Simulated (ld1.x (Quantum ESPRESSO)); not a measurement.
**Logarithmic derivatives: hafnium (Hf), PAW**

- Element: hafnium
- Generator: ld1.x (Quantum ESPRESSO) 7.5
- Type: PAW
- Functional: PBE
- Relativity: fully relativistic
- Frozen core: [Xe]
- Valence charge: 18
- Reference configuration: 4f14 5d1 6s0 6p0 (charge +3)
- Partial waves: 6s (bound, empty): rcut 1.80, rcutus 2.50 bohr; 6s channel at -1.6 Ry: rcut 1.80, rcutus 2.50 bohr; 6p (bound, empty): rcut 3.00, rcutus 3.30 bohr; 6p channel at -0.9 Ry: rcut 3.00, rcutus 3.30 bohr; 5d (bound): rcut 1.60, rcutus 2.20 bohr; 5d channel at 3.3 Ry: rcut 1.60, rcutus 2.20 bohr; 4f (bound): rcut 0.85, rcutus 1.10 bohr; 4f channel at -2.8 Ry: rcut 0.85, rcutus 1.10 bohr
- Local potential: all-electron potential smoothed inside 3.30 bohr (lloc = -2)
- Core correction: Bessel-smoothed model core inside 1.10 bohr
- Augmentation charge: BESSEL, radius 0.85 bohr

Open shells are filled in proportion to 2j + 1 (rel_dist='average').

The phase is arctan(r·u′/u) with u = r·R(r), unwrapped; energies in Ry, scanned from -5 to 5 Ry. A pole is an energy at which the radial function vanishes at the test radius. The pseudo phase is shifted by a multiple of π to meet the all-electron one at the reference energy, and phase errors are pseudo minus all-electron; the curves can meet again beyond the range given. Levels narrower than the energy grid can be missing from the lists of poles.

Task: For each channel, where are the poles, and over which energies does the pseudopotential scatter like the atom?

Result:

```tsv
channel	radius (bohr)	reference energy (Ry)	poles, all-electron	poles, pseudo	unbroken range about the reference energy with phases within 0.05 rad	phase error 1 Ry above the reference energy (rad)
s	3.60	-1.91	-1.34, 3.20	-1.34, 3.23	below 0.3	-0.000
p1/2	3.60	-1.48	-0.59, 4.13	-0.59, 2.69	-5.0 to 0.9	-0.000
p3/2	3.60	-1.39	-4.42, -0.31, 4.58	-0.32, 2.37	-4.4 to 0.9	-0.000
d3/2	3.60	-2.02	-1.91, 1.30	-1.91, 1.40	below -0.9	+0.035
d5/2	3.60	-1.97	-1.85, 1.38	-1.84, 1.46	below -0.8	+0.032
f5/2	3.60	-3.31	0.42, 4.02	0.59	below -0.8	+0.000
```

The ghost test of this file was not conclusive.

Phases in the f5/2 channel:

```tsv
E (Ry)	all-electron	pseudo
-5.00	1.433	1.433
-4.74	1.428	1.428
-4.48	1.423	1.423
-4.22	1.417	1.417
-3.96	1.411	1.411
-3.70	1.403	1.403
-3.44	1.394	1.394
-3.18	1.387	1.387
-2.92	1.374	1.374
-2.66	1.360	1.360
-2.40	1.342	1.342
-2.14	1.320	1.320
-1.88	1.289	1.289
-1.62	1.245	1.246
-1.36	1.176	1.177
-1.10	1.047	1.052
-0.84	0.735	0.760
-0.58	-0.196	-0.083
-0.32	-1.074	-0.995
-0.06	-1.369	-1.321
0.20	-1.501	-1.460
0.46	-1.582	-1.540
0.72	-1.646	-1.597
0.98	-1.710	-1.645
1.24	-1.791	-1.692
1.50	-1.925	-1.745
1.76	-2.247	-1.815
2.02	-3.288	-1.928
2.28	-4.162	-2.156
2.54	-4.422	-2.771
2.80	-4.533	-3.787
3.06	-4.596	-4.243
3.32	-4.638	-4.421
3.58	-4.670	-4.512
3.84	-4.696	-4.568
4.10	-4.719	-4.606
4.36	-4.740	-4.635
4.62	-4.762	-4.657
4.88	-4.786	-4.676
```
